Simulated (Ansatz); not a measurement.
`O[SiH2]C#C[SiH3]` + `S=COCS` → `O[SiH2]OCS` + `[SiH3]C#CC=S`  (formal exchange of groups at the Si–C bond)

Isolated molecules relaxed with PBE0-D4/def2-TZVP in Ansatz; ΔE leaves out vibrations. CBS: MP2 limit from def2 TZ/QZ plus the TZ coupled-cluster correction, frozen cores. Functionals use def2-TZVPP. B3LYP here is the variant with VWN-RPA as its local correlation; programs differ in this. One conformer a species, not always the lowest.

`O[SiH2]C#C[SiH3]`:

```xyz
11

O     0.952   -2.524   -1.482
Si    0.616   -0.965   -1.870
C     0.027   -0.029   -0.412
C    -0.350    0.595    0.560
Si   -0.926    1.532    2.017
H     1.555   -2.686   -0.754
H     1.810   -0.250   -2.388
H    -0.449   -1.016   -2.892
H    -0.150    2.792    2.127
H    -2.367    1.842    1.861
H    -0.718    0.709    3.234
```

`S=COCS`:

Z-matrix (Å, degrees):
```
C
S 1 1.799
O 1 1.421 2 114.7
H 1 1.087 2 111.0 3 119.2
H 1 1.093 2 105.9 3 -122.3
H 2 1.343 1 96.2 3 -67.8
C 3 1.329 1 116.9 2 -71.8
S 7 1.607 3 123.7 1 179.4
H 7 1.094 3 113.7 1 -0.8
```

`O[SiH2]OCS`:

Z-matrix (Å, degrees):
```
Si
O 1 1.655
O 1 1.635 2 113.5
H 1 1.489 2 106.7 3 -122.7
H 1 1.474 2 106.1 3 116.5
C 2 1.389 1 123.0 3 82.8
H 3 0.961 1 114.9 2 -59.9
S 6 1.822 2 114.9 1 -58.3
H 6 1.090 2 108.5 1 179.8
H 6 1.096 2 112.0 1 59.8
H 8 1.343 6 96.2 2 -66.7
```

`[SiH3]C#CC=S`:

Cartesian coordinates in Å:
```
Si -0.143 1.987 -0.305
C 0.035 0.195 -0.014
C 0.126 -1.002 0.172
C 0.255 -2.383 0.394
S -0.920 -3.467 0.139
H -0.525 2.200 -1.722
H -1.203 2.507 0.592
H 1.143 2.665 -0.019
H 1.232 -2.703 0.763
```

```json
{"level": "B2PLYP", "ΔE (kJ/mol)": "-84.1"}
{"level": "B3LYP", "ΔE (kJ/mol)": "-83.9"}
{"level": "SCS-MP2/def2-QZVPP", "ΔE (kJ/mol)": "-87.2"}
{"level": "CCSD/CBS(def2)", "ΔE (kJ/mol)": "-86.1"}
```

Task: What does CCSD(T)/CBS give? (Estimate.)

Result: Ansatz gave: -85.9 kJ/mol. The listed levels differ from it by 1.8, 2.0, -1.3, -0.2 kJ/mol.

Largest T1 diagnostic among the species: 0.016.

In def2-TZVPP, CCSD(T) changes the Hartree–Fock value by −4.5 kJ/mol (the triples alone add +0.2 kJ/mol) and MP2 by −8.4 kJ/mol. The D4 term adds −4.2 kJ/mol with B3LYP and −2.1 kJ/mol with PBE0; it sums over pairs of atoms, weighted by their polarisabilities, and B3LYP, whose exchange is more repulsive, gets the larger term.
